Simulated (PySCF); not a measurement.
**Two-component Hartree-Fock for Pb⁵⁴⁺ (lead, charge +54)**

Start: [Ar] 3d10. Calculated with PySCF 2.14 in an even-tempered Gaussian basis (15 s from 15 bohr⁻², ratio 2.8; 13 p from 20 bohr⁻², ratio 2.8; 8 d from 20 bohr⁻², ratio 2.8; 3 f from 74 bohr⁻², ratio 3): generalised Hartree-Fock with the X2C-1e Hamiltonian and a Gaussian nucleus; one run each with spin-orbit coupling (SO) switched off, then screened by Boettger's factors.

```csv
spinor shell,electrons,"ε, spin-free (eV)","ε, screened SO (eV)",weight of nominal j (screened SO),"rms radius, screened SO (bohr)"
1s1/2,2,-91629.6,-91593.6,1.000,0.0181
2s1/2,2,-19032.5,-19022.0,1.000,0.0729
2p1/2,2,-16786.8,-18382.0,1.000,0.0616
2p3/2,4,-16786.8,-16175.6,1.000,0.0698
3s1/2,2,-6778.8,-6775.9,1.000,0.183
3p1/2,2,-6116.9,-6494.9,1.000,0.174
3p3/2,4,-6116.9,-5969.2,1.000,0.190
3d3/2,4,-5465.9,-5532.8,1.000,0.165
```

**Question.** Where does 3d5/2 lie, and what is the 3d spin-orbit splitting (screened SO)?

**Answer.** At -5420.6 eV, 112.23 eV above 3d3/2.

| quantity | spin-free | screened SO |
| --- | --- | --- |
| E (hartree) | -18566.51791 | -18602.91887 |
| M_J | 0 | 0 |
| ⟨J²⟩ | 0.000 | 0.000 |
| ⟨L²⟩ | 0.000 | 0.098 |
| ⟨S²⟩ | 0.000 | 0.098 |

Breit and QED terms are absent; they matter most for the inner s and p1/2 levels.

Densities and radii are taken from the X2C orbitals without a picture-change correction, which distorts them close to the nucleus.

Without spin-orbit coupling the j labels of p, d and f shells carry no meaning; the spin-free column gives the mean over the occupied spinors of each nl shell.
